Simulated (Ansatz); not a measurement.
A CCSD(T) single point on C2H7AlSSi, SMILES `[SiH3]C[CH]1[AlH][S]1`.

```yaml
crystal:
  periodic: [false, false, false]
  atoms:
    - {symbol: Si, position_ang: [-1.039150, -0.844285, 1.390497]}
    - {symbol: C, position_ang: [0.518336, -0.275324, 0.491090]}
    - {symbol: C, position_ang: [0.289571, 0.074137, -0.965183]}
    - {symbol: Al, position_ang: [1.143286, 1.492924, -1.943515]}
    - {symbol: S, position_ang: [-0.851879, 1.597428, -1.245074]}
    - {symbol: H, position_ang: [-2.030605, 0.253278, 1.521657]}
    - {symbol: H, position_ang: [-0.693104, -1.334157, 2.754271]}
    - {symbol: H, position_ang: [-1.660192, -1.962096, 0.627225]}
    - {symbol: H, position_ang: [0.952946, 0.565869, 1.041834]}
    - {symbol: H, position_ang: [1.250310, -1.090964, 0.547909]}
    - {symbol: H, position_ang: [-0.128117, -0.764217, -1.522656]}
    - {symbol: H, position_ang: [2.325497, 2.232207, -2.664155]}
basis:
  gaussian: {orbitals: def2-SVP}
correlation: {method: ccsd_t}
```

```sh
$ ansatz run in.yaml --threads 4 --pin off --events-out ev --progress --plain --max-ram 10444MiB
```

The program prints (abridged):

```
Functional definition: HF
1138 factors; integrals over basis functions are off by at most 1.1e-3 eV
mean field evaluation 1: about -27421.5090 eV, gradient 2.7e1 eV
mean field evaluation 2: about -27421.5174 eV, gradient 2.7e1 eV
mean field evaluation 4: about -27424.2012 eV, gradient 3.8e0 eV
mean field evaluation 8: about -27424.2567 eV, gradient 3.5e-4 eV
mean field -27424.25668858 eV, -1007.8228444765 hartree, gradient 2.5e-6 eV, S^2 0.000000; 0 other end points of the search recorded, 0 dependent functions left out
17 core orbitals not correlated: weight in the atoms' cores, before any rotation towards them, 1.000 or more for the frozen orbitals, at most 0.000 for the correlated occupied ones
reference -27424.25668858 eV, -1007.8228444765 hartree; 14, 14 occupied and 86, 86 virtual orbitals, 1138 factors
second order -15.57897786 eV of doubles, -0.00000000 eV of singles
cycle   1  -16.64833333 eV  change    -1.1e0 eV  update   1.1e-1
cycle   2  -17.20401144 eV  change   -5.6e-1 eV  update   3.3e-2
cycle   3  -17.30459933 eV  change   -1.0e-1 eV  update   1.7e-2
cycle   4  -17.29705045 eV  change    7.5e-3 eV  update   5.3e-3
cycle   5  -17.29638979 eV  change    6.6e-4 eV  update   2.3e-3
cycle   6  -17.29581700 eV  change    5.7e-4 eV  update   8.4e-4
cycle   7  -17.29569723 eV  change    1.2e-4 eV  update   3.2e-4
cycle   8  -17.29577494 eV  change   -7.8e-5 eV  update   1.2e-4
cycle   9  -17.29578552 eV  change   -1.1e-5 eV  update   4.0e-5
cycle  10  -17.29576900 eV  change    1.7e-5 eV  update   1.6e-5
perturbative correction -0.60223353 eV, -0.0221316741 hartree
Total energy: -27442.15469112 eV, -1008.4805839380 hartree
```

Hardware: 4 threads of an Intel Xeon 6975P-C on a shared host. Wall time 2.5 s, peak host memory 0.55 GiB.

The correlation energy is -17.898 eV, 3.4 % of it from (T); the T1 diagnostic reads 0.0144.
